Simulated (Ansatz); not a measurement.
Isolated molecules relaxed with PBE0-D4/def2-TZVP in Ansatz; ΔE leaves out vibrations. CCSD(T)/CBS is the MP2 limit (def2-TZVPP, def2-QZVPP) plus CCSD(T) − MP2 in def2-TZVPP, frozen cores. One conformer a species, not always the lowest.

Reaction (formal exchange of groups at a B–C bond): `CBCC[SiH3]` + `F[SiH](F)F` → `CB[Si](F)(F)F` + `CC[SiH3]`

```json
{"species": "`CBCC[SiH3]`", "CCSD/def2-TZVPP energy (Eh)": "-434.51381"}
{"species": "`F[SiH](F)F`", "CCSD/def2-TZVPP energy (Eh)": "-589.07032"}
{"species": "`CB[Si](F)(F)F`", "CCSD/def2-TZVPP energy (Eh)": "-653.66842"}
{"species": "`CC[SiH3]`", "CCSD/def2-TZVPP energy (Eh)": "-369.90714"}
```

Question: Work out ΔE.

Answer: ΔE = (-653.66842) + (-369.90714) − (-434.51381) − (-589.07032) = 0.00857 Eh = +5.4 kcal/mol. CCSD(T)/CBS gives +5.7 kcal/mol.

Largest T1 diagnostic among the species: 0.012.

From BLYP to BHLYP (50 % exact exchange), in def2-TZVPP and without D4, ΔE moves by +1.7 kcal/mol. Leaving LDA and LC-ωPBE aside and taking each functional with its dispersion term where it has one, the values, not all of them listed here, spread over 2.6 kcal/mol, from PBE-D4 to PBE-QIDH. LDA lies +2.0 kcal/mol from PBE without D4. In def2-TZVPP, CCSD(T) changes the Hartree–Fock value by +1.2 kcal/mol (the triples alone add +0.3 kcal/mol) and MP2 by +3.0 kcal/mol.
